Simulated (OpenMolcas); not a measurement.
**V2+: effect of the active space**

- Program: OpenMolcas
- Method: SS-CASPT2, IPEA 0.25 Eh, imaginary shift 0.1 Eh
- Basis: ANO-L-VTZP
- Scalar Hamiltonian: non-relativistic, point nucleus
- Spin-orbit coupling: state interaction with AMFI integrals over the reference wave functions, term energies averaged over their components

A. 3 electrons in 5 orbitals (3d); 2S+1 = 4 even, 10 roots; 2S+1 = 2 even, 40 roots; closed shells correlated: 3s 3p; CASPT2 step about 8 core-seconds
B. 3 electrons in 6 orbitals (3d 4s); 2S+1 = 4 even, 20 roots; 2S+1 = 2 even, 64 roots kept (CI in the orbitals of an earlier block); closed shells correlated: 3s 3p; CASPT2 step of the order of 27 core-seconds

Energies in cm⁻¹ above 3d³ ⁴F_3/2, the measured ground level; measured values from Sugar and Corliss, J. Phys. Chem. Ref. Data 7, 1191 (1978).

| Level | A | B | Measured |
| --- | --- | --- | --- |
| 3d³ ⁴F_3/2 | 0.0 | 0.0 | 0.0 |
| 3d³ ⁴F_5/2 | 160 | 169 | 146 |
| 3d³ ⁴F_7/2 | 379 | 400 | 342 |
| 3d³ ⁴F_9/2 | 653 | 689 | 584 |
| 3d³ ²G_7/2 | 11920 | 12180 | 11966 |
| 3d³ ²G_9/2 | 12150 | 12430 | 12187 |
| 3d³ ⁴P_1/2 | 12170 | 11760 | 11514 |
| 3d³ ⁴P_3/2 | 12240 | 11840 | 11592 |
| 3d³ ⁴P_5/2 | 12420 | 12030 | 11770 |
| 3d³ ²P_1/2 | 16590 | 15680 | 15580 |
| 3d³ ²D_5/2(1) | 16750 | 16880 | 16375 |
| 3d³ ²H_9/2 | 16900 | 17340 | 16811 |
| 3d³ ²H_11/2 | 17080 | 17540 | 16978 |
| 3d³ ²F_7/2 | 28450 | 28300 | 27728 |
| 3d³ ²F_5/2 | 28550 | 28400 | 27847 |
| 3d³ ²D_5/2(2) | 44420 | 43720 | 42267 |
| 3d³ ²D_3/2(2) | 44540 | 43850 | 42371 |

Deviations, from unrounded energies. A percentage is the sum of absolute deviations over the sum of measured energies, with the sign that they share, or ± where signs differ.

```json
{"Against measurement": "mean absolute deviation (cm-1)", "Levels": "16", "A": "590", "B": "450"}
{"Against measurement": "fine structure of the ground term (%)", "Levels": "3", "A": "+11.2", "B": "+17.5"}
{"Against measurement": "other terms of the ground configuration (%)", "Levels": "13", "A": "±3.5", "B": "+2.6"}
```

B lies closest to measurement on these levels. The largest miss of B in the table is 3d³ ²D_3/2(2), by +1500 cm-1. The ranking rests on the paired levels alone, and a cruder setting can come out closer through cancelling errors.

The two smallest mean deviations differ by little beside CASPT2's spread within terms, so their order carries little weight.

Between A and B the level of the table that moves most is 3d³ ²P_1/2, by 910 cm-1 (lowest in B, highest in A). Moves below CASPT2's spread within the term are not significant.

CASPT2 does not keep the components of a term degenerate, so their means are used; among the terms shown or strongly mixed into the levels shown the widest spread is 790 cm-1 (3d³ ⁴F, A). The CASPT2 spread within a term exceeds the gap to the next term for 3d³ ²D(1) and 3d³ ²P, 3d³ ²P and 3d³ ²H, so the order of their levels is uncertain, and so are names and mixing where such terms share a J (holds for A). Terms from blocks run as CI alone lack orbitals of their own (holds for B). Measured partners are found by configuration, term and J. A level has none where our copy of the source lacks it or the pairing is in doubt (some pairs that miss far off the trend of their configuration count as doubtful), and it then counts in no deviation. Levels of configurations outside the active space are missing. The table leaves out levels that lie high or whose names do not pair safely across all columns.

A number in round brackets counts repeated terms of one configuration in the order of the reference energies.
